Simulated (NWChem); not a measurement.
Molecule: SiH4S3O; SMILES O[Si](S)(S)S

```xyz
9

O     -0.3342    -0.1084     1.8919
Si    -0.0584    -0.0036     0.2623
S     -0.8594    -1.7946    -0.5669
S     -0.9407     1.8424    -0.3683
S      1.9869     0.0906    -0.3468
H     -0.0528     0.6449     2.4230
H     -1.9220    -1.8037     0.2699
H     -0.4519     1.7680    -1.6258
H      2.2261    -1.2191    -0.1064
```
Atoms are numbered in this order, from 1.

Program: NWChem. Pople sets run with spherical d functions. The geometry was optimised at PBE0/def2-SVP. GIAO values for the isolated, static molecule; σ is the absolute isotropic shielding, δ = σ(reference) − σ with the isolated reference molecule computed at the same levels (1H: tetramethylsilane, 17O: water).

For level B3LYP/6-31G*:

```yaml
"δ O1 (ppm)": 72.3
"σ S4 (ppm)": 641.7
"σ S5 (ppm)": 626.8
"δ H6 (ppm)": 1.78
"δ H7 (ppm)": 1.17
"δ H8 (ppm)": 0.64
"δ H9 (ppm)": 1.20
```

Q: Estimate the same quantities for level PBE/pcSseg-1.

A: 
- δ O1 (ppm) = 103.9
- σ S4 (ppm) = 617.4
- σ S5 (ppm) = 597.9
- δ H6 (ppm) = 1.95
- δ H7 (ppm) = 1.75
- δ H8 (ppm) = 1.23
- δ H9 (ppm) = 1.81
